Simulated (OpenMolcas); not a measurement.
**Ru2+: the spin-orbit constant, worked from levels**

- Program: OpenMolcas 26.06
- Basis: ANO-RCC-VDZ [6s5p3d]
- Scalar Hamiltonian: DKH3, point nucleus
- Active space: 6 electrons in 5 orbitals (4d)
- State averaging: 2S+1 = 5 even, 5 roots; 2S+1 = 3 even, 45 roots (30 in the spin-orbit step); 2S+1 = 1 even, 50 roots (22 in the spin-orbit step)
- Spin-orbit coupling: RASSI with atomic mean-field integrals over the reference wave functions, term energies averaged over their components

Methods: CASSCF; SS-CASPT2, IPEA 0.25 Eh, imaginary shift 0.1 Eh (closed shells correlated: 4s 4p). Measured levels: Moore, Atomic Energy Levels, vol. III, NSRDS-NBS 35 (1971 reprint of NBS Circular 467, 1958).

**The spin-orbit constant.** For the Hund term ⁵D of d6, E(J) = (A/2) J(J+1) + constant and ζ = -2S·A = -4A. From J = 0 to J = 4 the energy changes by 10 A.

```tsv
Source	E(4) - E(0)	A	ζ
CASSCF	-2663.8	-266.4	1066
SS-CASPT2	-2618.1	-261.8	1047
measured	-2476.0	-247.6	990
```

All in cm-1. SS-CASPT2 is off by +5.7 % and CASSCF by +7.6 %. Both methods take the spin-orbit matrix elements from the reference wave functions, so the second can move ζ only through the term energies and any multistate remixing. Second-order mixing with other terms is absorbed into this ζ.

CASPT2 breaks the degeneracy within a term, and the mean is taken; among the terms shown or strongly mixed into the levels shown the widest spread is 11 cm-1 (4d⁶ ⁵D, SS-CASPT2). Some high roots are left out of the spin-orbit mixing, which shifts the levels that they would mix with. Levels of configurations with an s electron are missing; early in the row they begin among the upper levels of the d shell and mix with terms of their name. Without dynamic correlation excited terms often stand tens of per cent too high (terms of higher spin than the ground term too low), and those without a measured partner can miss by more than the paired ones (holds for CASSCF). Computed and measured levels are paired by configuration, term and J; levels that our copy of the source lacks, or whose pairing is in doubt (as where it misses far off the trend of its configuration), stay unpaired and out of the deviations. Levels of configurations outside the active space are missing.
